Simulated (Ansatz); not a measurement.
Stepwise reaction of `[Br][Ga]([Br])[Br]` with hydrogen, as a gas-phase model of exchange steps in deposition or etching. ΔE in kJ/mol; ΔG adds harmonic PBE0-D4 terms to CCSD(T)/CBS, at 1 bar.

Isolated molecules relaxed with PBE0-D4/def2-TZVP in Ansatz; ΔE leaves out vibrations. CCSD(T)/CBS adds triple-zeta CCSD(T) − MP2 to the extrapolated MP2 energy (def2 sets, frozen cores). This one scheme is used for every species. DFT in def2-TZVPP. B3LYP here is the variant with VWN-RPA as its local correlation; programs differ in this. For Br, Ga outer-core shells are correlated without core-valence functions, which leaves a few kJ/mol of doubt a bond. Scalar relativity is left out up to krypton.

```csv
step,reaction,PBE-D4,B3LYP-D4,ωB97M-V,CCSD(T)/CBS,ΔG(600 K)
1,`[Br][Ga]([Br])[Br]` + H₂ → `[Br][GaH][Br]` + HBr,97.0,99.3,95.5,99.7,83.5
2,`[Br][GaH][Br]` + H₂ → `[GaH2][Br]` + HBr,110.9,111.7,109.0,113.5,103.1
3,`[GaH2][Br]` + H₂ → `[GaH3]` + HBr,123.6,123.8,121.9,126.4,121.3
```

Problem. By hand: ΔE of the 3 steps together at CCSD(T)/CBS.

Solution. (99.7) + (113.5) + (126.4) = 339.6 kJ/mol, or 113.2 kJ/mol a step.

In ΔE each step is higher than the one before. All are uphill at CCSD(T)/CBS. ΔG lies between 83.5 and 121.3 kJ/mol a step. PBE-D4 differs from CCSD(T)/CBS by -2.8 to -2.6 kJ/mol a step. Isolated molecules leave out the surface, adducts and barriers. Largest T1 diagnostic: 0.013.
